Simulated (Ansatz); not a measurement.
Reactions of `[SiH3]C=C[SiH2]Cl`.

Program: Ansatz. Geometries: PBE0-D4/def2-TZVP. ΔE: electronic, gas phase. CCSD(T)/CBS is the MP2 limit (def2-TZVPP, def2-QZVPP) plus CCSD(T) − MP2 in def2-TZVPP, frozen cores. This one scheme is used for every species. Double bonds are as drawn, so ΔE can hold a change between cis and trans. Functionals use def2-TZVPP. B3LYP here is the variant with VWN-RPA as its local correlation; programs differ in this. One conformer a species, not always the lowest.

| reaction | CCSD(T)/CBS(def2) (kJ/mol) |
| --- | --- |
| `[SiH3]/C=C\[SiH2]Cl` + H₂O → `O[SiH2]/C=C/[SiH3]` + HCl | 1 |
| `[SiH3]/C=C\[SiH2]Cl` + `O[SiH](O)F` → `O[SiH](F)O[SiH2]Cl` + `C=C[SiH3]` | ? |
| `[SiH3]/C=C\[SiH2]Cl` + `[NH2][AlH2]` → `[AlH2][NH][SiH2]Cl` + `C=C[SiH3]` | -76 |
| `[SiH3]/C=C\[SiH2]Cl` + `[SiH3]N[SiH2]Cl` → `[SiH3]N([SiH2]Cl)[SiH2]Cl` + `C=C[SiH3]` | -68 |
| `[SiH3]/C=C\[SiH2]Cl` + `S[SiH]1CO1` → `[SiH3]S[SiH]1CO1` + `C=C[SiH2]Cl` | -74 |
| `[SiH3]/C=C\[SiH2]Cl` → `C=C[SiH2][SiH2]Cl` | ? |
| `[SiH3]/C=C\[SiH2]Cl` + H₂ → `C=C[SiH3]` + `[SiH3]Cl` | -23 |

Fill in the missing values. (Estimate.)

The calculation gave: `[SiH3]/C=C\[SiH2]Cl` + `O[SiH](O)F` → `O[SiH](F)O[SiH2]Cl` + `C=C[SiH3]`: -126.4 kJ/mol; `[SiH3]/C=C\[SiH2]Cl` → `C=C[SiH2][SiH2]Cl`: -4.6 kJ/mol.

Largest T1 diagnostic: 0.013, for `S[SiH]1CO1`.
